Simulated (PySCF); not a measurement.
The same gas-phase reaction for F, Cl, Br, I:
- HF + 2 GaF → GaF₃ + GaH
- HCl + 2 GaCl → GaCl₃ + GaH
- HBr + 2 GaBr → GaBr₃ + GaH
- HI + 2 GaI → GaI₃ + GaH

Method: PySCF energies plus ideal-gas RRHO corrections (1 bar). † marks an energy on the PBE0/def2-TZVP geometry and frequencies. MP2 freezes the core. All species are closed-shell singlets. B3LYP is the form with VWN-RPA correlation. I: scalar-relativistic def2 core potential, no spin-orbit coupling. Br, Ga: all electrons, no relativistic terms. GaH: computed as isolated molecules; such fragments, hydroxides, amides, oligomers or adducts are transient or little studied in the gas. MP2 isn't extrapolated to the basis-set limit.

ΔH°(298 K) in kJ, by level:

```tsv
level	F	Cl	Br	I
ωB97M-V/def2-TZVP†	63.1	-1.4	___	-27.9
MP2/def2-TZVPP†	35.0	-26.7	___	-64.7
MP2/def2-SVP†	7.8	-45.2	-46.8	-58.8
ωB97X-V/def2-TZVP†	42.0	-19.5	___	-45.6
B3LYP/def2-TZVP†	81.1	28.6	___	7.9
```

Q: Complete the blanks.

A: 
- ωB97M-V/def2-TZVP†, Br: -14.0
- MP2/def2-TZVPP†, Br: -44.7
- ωB97X-V/def2-TZVP†, Br: -31.9
- B3LYP/def2-TZVP†, Br: 18.7
